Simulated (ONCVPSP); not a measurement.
Cutoff test, Ag (Z = 47), ONCV

```json
{
  "Element": "Ag (Z = 47)",
  "Generator": "ONCVPSP 4.0.1",
  "Type": "optimised norm-conserving Vanderbilt (ONCV)",
  "Functional": "PBE",
  "Relativity": "scalar-relativistic",
  "Frozen core": "[Ar] 3d10",
  "Valence charge": "19",
  "Reference configuration": "4s2 4p6 4d10 5s1",
  "Partial waves": "4s+5s: rc 1.50 bohr, ncon 3, nbas 7, qcut 8.3 1/bohr, 2 projectors; 4p: rc 1.15 bohr, ncon 3, nbas 6, qcut 7.1 1/bohr, 2 projectors, debl 1.3 Ha; 4d: rc 2.00 bohr, ncon 5, nbas 10, qcut 7.3 1/bohr, 2 projectors, debl 1.6 Ha",
  "Local potential": "polynomial inside 0.90 bohr (lpopt 5, dvloc0 0 Ha)",
  "Core correction": "Teter function, fcfact 5, rcfact 1.35"
}
```

In the p channel the program set the typed energies aside and used -2.152, 0.250 Ha.

Problem. For each optimised wave give the share of its norm inside rc, the residual kinetic energy above qcut (Ha) and the cutoffs (Ha) for errors of 10, 1, 0.1 and 0.01 mHa per electron.

Solution.

```csv
wave,norm inside rc,residual KE,10 mHa,1 mHa,0.1 mHa,0.01 mHa
4s,0.956,2.0e-06,17.9,23.8,28.2,31.6
5s,0.046,1.1e-06,10.4,21.0,26.6,30.8
4p,0.702,1.8e-03,13.9,44.8,107.9,not reached
p projector 2,0.048,3.9e-04,11.5,16.1,44.8,91.0
4d,0.838,3.6e-05,18.3,22.0,25.4,56.5
d projector 2,0.099,4.8e-05,17.1,21.8,25.7,42.8
```

The occupied waves need 45 Ha and 108 Ha for 1 and 0.1 mHa. Note: no bound ghost flagged; GHOST(+) flagged for s at 118.4 eV.
